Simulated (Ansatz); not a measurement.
Reaction (substitution at a C–N bond): `CNB(C)C` + `F[C]1(S)[NH][AlH]1` → `CS[C]1(F)[NH][AlH]1` + `CB(C)N`

Isolated molecules relaxed with PBE0-D4/def2-TZVP in Ansatz; ΔE leaves out vibrations. CCSD(T)/CBS adds triple-zeta CCSD(T) − MP2 to the extrapolated MP2 energy (def2 sets, frozen cores). Functionals use def2-TZVPP. B3LYP here is the variant with VWN-RPA as its local correlation; programs differ in this. One conformer a species, not always the lowest.

```csv
level,ΔE (kJ/mol)
r2SCAN-D4,-35.6
B3LYP-D4,-32.7
r2SCANh-D4,-35.7
r2SCAN,-35.5
PBE0,-33.2
r2SCANh,-35.6
SCS-MP2/def2-QZVPP,-36.0
HF/CBS(def2),-31.5
```

**Question.** What does CCSD(T)/CBS give? (An estimate is asked.)

**Answer.** The calculation gave: -35.1 kJ/mol. The listed levels differ from it by -0.5, 2.4, -0.6, -0.4, 1.9, -0.5, -0.9, 3.6 kJ/mol.

Largest T1 diagnostic among the species: 0.015.

At CCSD(T), def2-SVP lies +16.2 kJ/mol from the extrapolated value and def2-TZVPP +3.3 kJ/mol. Leaving LDA and LC-ωPBE aside and taking each functional with its dispersion term where it has one, the values, not all of them listed here, spread over 4.0 kJ/mol, from r2SCAN0-D4 to CAM-B3LYP-D4. LDA lies +4.8 kJ/mol from PBE without D4.
